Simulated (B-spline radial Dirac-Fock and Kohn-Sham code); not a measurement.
These are calculated numbers from a radial atomic solver; the model is Dirac-Fock orbitals of the configuration average with a finite nucleus.

Q: This computed X-ray form factor belongs to an atom or ion in its tabulated ground configuration. Which?

```
sin θ/λ (Å⁻¹)      f₀
         0.04  50.876
         0.11  50.074
         0.18  48.585
          0.3  44.767
         0.61  32.251
         2.04  11.642
          3.3   5.997
          4.2   4.700
         5.34   3.678
```

A: Tb¹⁴⁺, with 51 electrons in [Kr] 4d10 4f5. f₀ tends to the number of electrons as s goes to zero, which the first rows give only roughly, and the rate of fall reflects the nuclear charge, 65.

Q: This computed X-ray form factor belongs to an atom or ion in its tabulated ground configuration. Which?

| sin θ/λ (Å⁻¹) | f₀ |
| --- | --- |
| 0.05 | 8.999 |
| 0.3 | 8.951 |
| 0.35 | 8.933 |
| 0.45 | 8.889 |
| 0.6 | 8.805 |
| 0.9 | 8.569 |
| 1.4 | 8.005 |
| 3 | 5.487 |
| 6 | 2.200 |

A: Ce⁴⁹⁺, with 9 electrons in [He] 2s2 2p5. f₀ tends to the number of electrons as s goes to zero, which the first rows give only roughly, and the rate of fall reflects the nuclear charge, 58.
